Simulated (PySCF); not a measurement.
C4H6OSi, SMILES [SiH3]c1ccco1. Heavy atoms are numbered as in [SiH3:1][c:2]1[cH:3][cH:4][cH:5][o:6]1. Hydrogens are named by the atom that carries them.

The structure is a stationary point at ωB97X-D3(BJ)/def2-SVP.

Level of theory: PySCF with PBE/def2-TZVP.

ESP charges are fitted to the potential on shells at 1.4 to 2.0 van der Waals radii. Atomic charges (e), one atom of each kind:

| atom | ESP fit | Mulliken |
|---|---|---|
| Si1 (SiH3) | -0.02 | 0.14 |
| C2 | 0.19 | 0.08 |
| C3 (CH) | -0.22 | -0.20 |
| C4 (CH) | -0.26 | -0.15 |
| C5 (CH) | -0.07 | -0.01 |
| O6 | -0.13 | -0.16 |
| H on Si1 | 0.00 | -0.02 |
| H on C3 | 0.16 | 0.12 |
| H on C4 | 0.19 | 0.12 |
| H on C5 | 0.17 | 0.13 |

Computed Mayer and Wiberg (Löwdin basis) orders of the bonds:
```csv
bond,Mayer,Wiberg
Si1–C2,1.01,1.14
C2–C3,1.54,1.72
C3–C4,1.23,1.42
C4–C5,1.61,1.79
C2–O6,1.08,1.49
C5–O6,1.15,1.59
```
